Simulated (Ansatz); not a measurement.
The molecule NaO, multiplicity 2 (the spin of the measured ground state).

D_e counts from the fitted minimum to each atom's lowest state at the same level, without counterpoise.

Correlated levels freeze the inner cores; with def2 sets outer-core shells near the valence are correlated too.

Programs: Ansatz (Gaussian basis) for Hartree–Fock, density functionals and correlated methods. Each number belongs to the level named beside it.

The comparison value is 2.672 eV (CCSD(T)/def2-QZVPP). It is a level with limits of its own, not the exact answer.

Order these levels by how close they come to the comparison value for the bond energy D_e, closest first: B3LYP/def2-TZVPP, B97M-V/def2-TZVPP, PBE/def2-TZVPP, PBE0/def2-TZVPP, SVWN5/def2-TZVPP. Give each level's value less the comparison value.

B97M-V/def2-TZVPP (0.010 eV), B3LYP/def2-TZVPP (0.032 eV), PBE0/def2-TZVPP (-0.130 eV), PBE/def2-TZVPP (0.193 eV), SVWN5/def2-TZVPP (0.627 eV)

Ansatz is a first-principles code.
